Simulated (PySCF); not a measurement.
Correlation energy of S (sulfur, neutral)

[Ne] 3s2 3p4, high-spin 3P determinant. All numbers are calculated (PySCF 2.14, the non-relativistic Hamiltonian (point nucleus), in pcseg-2 (5s4p2d1f, 34 functions)). Frozen: [Ne]; 6 electrons correlated.

MP2 pair energies summed by pair of shells (mhartree):

```
 pair  energy  share (%)
3s-3p  -50.79       47.1
3p-3p  -47.74       44.3
3s-3s   -9.33        8.7
```

Total MP2 correlation energy: -107.86 mhartree.

Same-spin part -24.71 and opposite-spin part -83.15 mhartree; SCS-MP2 scales them by 1/3 and 6/5 to -108.02 mhartree.

```tsv
level	correlation energy (mhartree)
CCSD	-130.04
(T)	-3.70
CCSD(T)	-133.74
```

Diagnostics: T1 = 0.0094, D1 = 0.0249, largest double amplitude 0.055.

Cost of the coupled-cluster step: 0.36 s of wall time on 1 thread of Neoverse-V1 (shared host), for 6 correlated electrons.

Iterations:

```
CC2 = 0
CCSD nocc = (np.int64(4), np.int64(2)), nmo = (29, 29)
frozen orbitals [[0, 1, 2, 3, 4], [0, 1, 2, 3, 4]]
max_cycle = 100
direct = 0
conv_tol = 1e-08
conv_tol_normt = 1e-06
diis_space = 8
diis_start_cycle = 0
Init t2, MP2 energy = -0.10786428290863
Init E_corr(UCCSD) = -0.10786428291369
cycle = 1  E_corr(UCCSD) = -0.124634611314474  dE = -0.0167703284  norm(t1,t2) = 0.0434663
cycle = 2  E_corr(UCCSD) = -0.128384448484109  dE = -0.00374983717  norm(t1,t2) = 0.0139383
cycle = 3  E_corr(UCCSD) = -0.130089274881705  dE = -0.0017048264  norm(t1,t2) = 0.00552299
cycle = 4  E_corr(UCCSD) = -0.130041048294351  dE = 4.82265874e-05  norm(t1,t2) = 0.000730468
cycle = 5  E_corr(UCCSD) = -0.130044148199569  dE = -3.09990522e-06  norm(t1,t2) = 0.000136486
cycle = 6  E_corr(UCCSD) = -0.130043565296062  dE = 5.82903507e-07  norm(t1,t2) = 3.79991e-05
cycle = 7  E_corr(UCCSD) = -0.130043995266198  dE = -4.29970136e-07  norm(t1,t2) = 9.682e-06
cycle = 8  E_corr(UCCSD) = -0.130043833166899  dE = 1.62099299e-07  norm(t1,t2) = 2.45039e-06
cycle = 9  E_corr(UCCSD) = -0.130043839639738  dE = -6.47283915e-09  norm(t1,t2) = 4.9122e-07
UCCSD converged
E(UCCSD) = -397.6318041325129  E_corr = -0.1300438396397381
UCCSD(T) correction = -0.00370438620300316
```
